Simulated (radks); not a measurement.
Species: the samarium ion Sm33+. Configuration: [Ar] 3d10 4s1. Method: non-relativistic Kohn-Sham, PBE, spin-polarised, spherical densities, point nucleus; open shells are filled with parallel spins first (spin-orbit coupling, left out, can overturn this in heavy ions); relativity is left out, which matters for an element this heavy; computed with a radial shooting solver on a logarithmic mesh with Libxc functionals.

Normalised radial functions P(r) = r R(r), r in bohr:

r	3p up	4p up
0.0008095	0.0017	0.0010
0.0009127	0.0022	0.0012
0.001029	0.0027	0.0016
0.00116	0.0035	0.0020
0.001319	0.0045	0.0026
0.001487	0.0056	0.0032
0.001676	0.0071	0.0041
0.00189	0.0090	0.0052
0.002131	0.0113	0.0065
0.002403	0.0143	0.0082
0.002709	0.0180	0.0104
0.003055	0.0226	0.0130
0.003472	0.0288	0.0166
0.003914	0.0362	0.0209
0.004413	0.0453	0.0261
0.004976	0.0565	0.0326
0.00561	0.0705	0.0406
0.006326	0.0876	0.0505
0.007132	0.1086	0.0626
0.008042	0.1342	0.0773
0.00914	0.1674	0.0965
0.01031	0.2052	0.1182
0.01162	0.2503	0.1441
0.0131	0.3036	0.1747
0.01477	0.3660	0.2105
0.01665	0.4382	0.2519
0.01878	0.5205	0.2989
0.02117	0.6126	0.3514
0.02406	0.7205	0.4126
0.02713	0.8285	0.4735
0.03059	0.9393	0.5353
0.03449	1.0476	0.5949
0.03889	1.1459	0.6474
0.04384	1.2248	0.6872
0.04943	1.2726	0.7070
0.05574	1.2762	0.6989
0.06335	1.2160	0.6503
0.07142	1.0861	0.5594
0.08053	0.8756	0.4199
0.0908	0.5810	0.2314
0.1024	0.2075	-0.0004
0.1154	-0.2294	-0.2612
0.1301	-0.7026	-0.5282
0.1467	-1.1748	-0.7698
0.1668	-1.6274	-0.9577
0.188	-1.9562	-1.0279
0.212	-2.1543	-0.9637
0.239	-2.1999	-0.7492
0.2695	-2.0925	-0.3917
0.3039	-1.8549	0.0739
0.3426	-1.5290	0.5865
0.3863	-1.1668	1.0674
0.4391	-0.7977	1.4550
0.495	-0.5080	1.6366
0.5582	-0.2922	1.6186
0.6293	-0.1500	1.4249
0.7096	-0.0678	1.1191
0.8	-0.0266	0.7813
0.902	-0.0089	0.4808
1.017	-0.0025	0.2579
1.156	-0.0005	0.1122
1.303	-0.0001	0.0432
1.469	0.0000	0.0138
1.657	0.0000	0.0036

3p up: eigenvalue -2554.5 eV, 1 radial node at r = 0.109 bohr, <r> = 0.255 bohr, 90 % of the charge inside 0.379 bohr. 4p up (empty): eigenvalue -1247.3 eV, 2 radial nodes at r = 0.102, 0.299 bohr, <r> = 0.527 bohr, 90 % of the charge inside 0.749 bohr.
